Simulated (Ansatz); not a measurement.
One arrangement of a pair

The pair of Br⁻ (SMILES [Br-], atom 1) and H$_{2}$S (SMILES S, atoms 2–4), both closed shells, in one local arrangement (a lower one may exist), relaxed at PBE0-D4/def2-TZVPD:

```xyz
4
angstrom
Br 0.0605 -0.3147 -2.3544
S -0.2831 -0.2639 1.2292
H 0.3900 0.8937 1.2958
H -0.1674 -0.3152 -0.1705
```

Computed with Ansatz 0.2.0 (basis: def2-TZVPPD, with def2-QZVPPD for the basis limit); correlated methods freeze the cores. Filled d shells of the heavier atoms are correlated. The def2 sets are not built for correlating such inner shells, so the correlated values are less sure here. B3LYP uses VWN-RPA correlation. Extrapolation: Hartree–Fock as exp(−7.88 √X), correlation as X^−2.97. Interaction energies count from these two fragments, frozen as in the pair, with the counterpoise correction; negative means bound.

Problem. What is the interaction energy by CCSD(T) at an estimated basis limit (MP2 extrapolated from triple and quadruple zeta, plus CCSD(T) − MP2 in triple zeta)? (Judge from chemistry; the value comes from the calculation.)

Solution. Computed: -11.90 kcal/mol. Hartree–Fock alone gives -6.07 kcal/mol at the basis limit. It counts from the two fragments frozen as in the pair.

The same quantity by other methods in triple zeta, and each one's difference from that estimate:
```csv
method,E_int (kcal/mol),difference
PBE-D4,-14.56,-2.66
revPBE-D4,-13.54,-1.64
BLYP-D4,-12.79,-0.89
r2SCAN-D4,-13.72,-1.82
B97M-V,-12.25,-0.35
PBE0-D4,-13.62,-1.73
B3LYP-D4,-12.47,-0.57
HSE06-D4,-13.72,-1.83
wB97X-V,-11.59,0.31
wB97M-V,-11.38,0.51
B2PLYP,-11.08,0.81
HF,-6.07,5.82
MP2,-11.68,0.22
CCSD,-9.68,2.21
CCSD(T),-10.52,1.37
```
Differences are method less estimate.

Problem. Which atoms make the shortest contact between the fragments?

Solution. Br1 and H4, 2.20 Å apart.

Energy to bend the free fragments (PBE0-D4 minima) into their shapes in the pair, CCSD(T)/def2-TZVPPD: H$_{2}$S 1.24 kcal/mol. This must be added to the interaction energy to get the binding energy from relaxed fragments.

Basis-set superposition shift (counterpoise-corrected less uncorrected): CCSD(T) 1.37; MP2 1.33; HF 0.10; PBE0-D4 0.15; wB97M-V 0.12 kcal/mol.

No T1 diagnostic of these runs exceeds 0.011.

For scale, one of the runs: CCSD(T)/def2-TZVPPD, 142 basis functions, launched by `ansatz run in.yaml --threads 2 --pin off --events-out ev --progress --plain --max-ram 5222MiB`. Hardware: 2 CPU threads of an Intel Xeon Platinum 8124M, shared host. Wall time 6.5 s; peak host memory 0.6 GiB.
